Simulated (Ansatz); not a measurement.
F4Ga2H2O2 (`[F][Ga-]1([F])[OH+][Ga-]([F])([F])[OH+]1`), relaxed with RKS PBE0-D4/def2-TZVP in Ansatz from a GFN2-xTB geometry. The force threshold is 0.005 eV/Å; the program also tests the step.

Total charge 0; spin multiplicity 1.

Start:

```xyz
10

F     2.145   -0.819    1.443
Ga    0.510   -0.319    1.263
F    -0.487   -0.222    2.662
O    -0.353   -1.207   -0.163
Ga   -0.506    0.319   -1.265
F    -2.142    0.817   -1.454
F     0.498    0.218   -2.657
O     0.354    1.207    0.162
H    -0.638   -2.119   -0.280
H     0.619    2.124    0.288
```

(1) How much energy does the relaxation release, and in how many steps? (Estimate.)

(2) Which bonds change most? (Estimate.)

(3) Give the relaxed structure. (Estimate.)

## Answers

(1) Ansatz gave: 0.19 eV, in 17 steps, 1 of them rejected.

(2) The calculation gave: Ga5–O8 from 1.888 to 1.917 Å; O4–Ga5 from 1.888 to 1.917 Å; Ga2–O8 from 1.888 to 1.917 Å.

(3) Ansatz gave: 
```xyz
10

F     2.235   -0.555    1.507
Ga    0.523   -0.330    1.302
F    -0.565   -0.494    2.648
O    -0.240   -1.223   -0.213
Ga   -0.524    0.329   -1.303
F    -2.235    0.556   -1.507
F     0.565    0.495   -2.648
O     0.240    1.222    0.213
H    -0.969   -1.834   -0.074
H     0.969    1.834    0.074
```
